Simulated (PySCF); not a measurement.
How methods differ on the excitation energy of F

F [He] 2s2 2p5 (2P) → F [He] 2s1 2p6 (2S), as a difference of total energies. Computed with PySCF 2.14 in x2c-TZVPPall with one added diffuse shell each of s, p, d type (6s4p3d1f, 40 functions), with scalar relativity by spin-free X2C-1e. Correlated levels: valence: 1s2 frozen; valence and next inner shell: nothing frozen. The calculations carry no spin-orbit coupling.

```json
{"method": "UHF", "excitation energy (eV)": "23.949"}
{"method": "LDA", "excitation energy (eV)": "18.321"}
{"method": "PBE", "excitation energy (eV)": "18.977"}
{"method": "PBE0", "excitation energy (eV)": "20.236"}
{"method": "r2SCAN", "excitation energy (eV)": "20.703"}
{"method": "M06-L", "excitation energy (eV)": "20.851"}
{"method": "BHandHLYP", "excitation energy (eV)": "21.337"}
{"method": "B97-3", "excitation energy (eV)": "20.284"}
{"method": "TPSSh", "excitation energy (eV)": "20.154"}
{"method": "MP2 (valence)", "excitation energy (eV)": "21.954"}
{"method": "SCS-MP2 (valence)", "excitation energy (eV)": "21.841"}
{"method": "MP2 (valence and next inner shell)", "excitation energy (eV)": "21.908"}
{"method": "SCS-MP2 (valence and next inner shell)", "excitation energy (eV)": "21.811"}
```

**Question.** How much does correlation contribute at MP2 (valence and next inner shell)?

**Answer.** 21.908 − (23.949) = -2.041 eV, measured against UHF.

A first-order spin-orbit estimate (lowest level to lowest level, LS coupling) adds 0.017 eV.

The upper state lies above the first ionisation limit, where it may autoionise and the basis confines it.
